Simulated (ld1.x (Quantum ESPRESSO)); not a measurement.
## Configuration tests for tellurium (Te) (TM)

```json
{
 "Element": "tellurium",
 "Generator": "ld1.x (Quantum ESPRESSO) 7.5",
 "Type": "norm-conserving Troullier–Martins (Kleinman–Bylander form)",
 "Functional": "PBEsol",
 "Relativity": "scalar-relativistic",
 "Frozen core": "[Kr] 4d10",
 "Valence charge": "6",
 "Reference configuration": "5s2 5p4",
 "Partial waves": "5p (bound): rc 1.55 bohr; 5d channel at 0.3 Ry: rc 1.25 bohr; 5s (bound): rc 1.35 bohr",
 "Local potential": "the s channel",
 "Core correction": "a·sin(br)/r model core, default radius (core density twice the valence density)"
}
```

Energies are relative to the spin-unpolarised reference configuration 5s2 5p4; without spin polarisation the order of configurations can differ from experiment.

```csv
valence configuration,charge,ΔE all-electron (eV),error AE − PS (meV)
5s2 5p3,+1,9.753,-4.1
5s2 5p2,+2,27.722,-20
5s2 5p1,+3,54.678,-61
5s2 5p0,+4,91.201,-142
5s0 5p6,0,18.766,-57
5s2 5p3.5,+0.5,3.907,-1.2
5s1 5p5,0,9.285,-12
```

Levels in the configuration 5s2 5p1:

| level | all-electron (eV) | pseudo (eV) |
| --- | --- | --- |
| 5s | -42.793 | -42.894 |
| 5p | -31.665 | -31.715 |

Note: ghost state, extra bound levels that the all-electron valence spectrum of the same l lacks: p at -197.5 eV. A true bound ghost makes a file unfit for plane-wave use.
